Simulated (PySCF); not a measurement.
# Trend along the alkali metals: MNa anions

PBE with double-zeta basis sets in PySCF, for the lowest determinant that a PBE0 search found; no spin–orbit coupling. De refers to high-spin ground-configuration atoms (the charge goes to the atom of lower measured ionisation energy or higher electron affinity, which is not always the lowest computed limit). A positive dipole points towards Na; it is taken about the centre of mass and depends on that origin.

```
 M        basis  charged atom  state (unpaired electrons)  Re (Å)  ωe (cm⁻¹)  De (eV)  μ (D)
Li  aug-pcseg-1           Li−               doublet (σ ↑)   3.300        162     0.82   4.10
Na    def2-SVPD           Na−               doublet (σ ↑)   3.506        102     0.87    n/a
 K  aug-pcseg-1           Na−               doublet (σ ↑)   3.955       80.3     0.66   0.01
Rb    def2-SVPD           Na−               doublet (σ ↑)   4.130       67.6     0.79  -3.05
Cs    def2-SVPD           Na−               doublet (σ ↑)   4.353       61.9     0.76  -4.06
```

The shortest bond is that of NaLi⁻ (3.300 Å), the longest that of CsNa⁻ (4.353 Å).

The rows differ in basis set, which adds steps of its own.

Down a group the atoms grow and get heavier, so bonds lengthen and wavenumbers fall; this series shows no clear exception.

Spin–orbit coupling is left out. For an ion De counts to the pair picked by the measured ionisation energies or electron affinities, which need not be the lowest pair at this level. The highest Kohn–Sham level is positive in some of these anions. Much of that is self-interaction error, but it also means that the finite basis helps to hold the extra electron. States were picked by a PBE0 search and need not be the measured ground states.
